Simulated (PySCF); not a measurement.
**Electron correlation in P⁺ (phosphorus, charge +1)**

[Ne] 3s2 3p2, high-spin 3P determinant. Calculation: PySCF 2.14, in def2-TZVP (5s5p2d1f, 37 functions); no relativity, point nucleus. Frozen: [Ne]; 4 electrons correlated.

MP2 pair energies summed by pair of shells (mhartree):

| pair | energy | share (%) |
| --- | --- | --- |
| 3s-3p | -37.68 | 62.1 |
| 3s-3s | -16.59 | 27.4 |
| 3p-3p | -6.36 | 10.5 |

Total MP2 correlation energy: -60.63 mhartree.

Same-spin part -10.21 and opposite-spin part -50.42 mhartree; SCS-MP2 scales them by 1/3 and 6/5 to -63.91 mhartree.

| level | correlation energy (mhartree) |
| --- | --- |
| CCSD | -81.32 |
| (T) | -2.25 |
| CCSD(T) | -83.57 |

Diagnostics: T1 = 0.0097, D1 = 0.0251, largest double amplitude 0.103.

**Question.** Is a single reference adequate?

**Answer.** Mostly. T1 lies below 0.03, but a double amplitude of this size points to a near-degeneracy that CCSD handles and MP2 describes poorly.
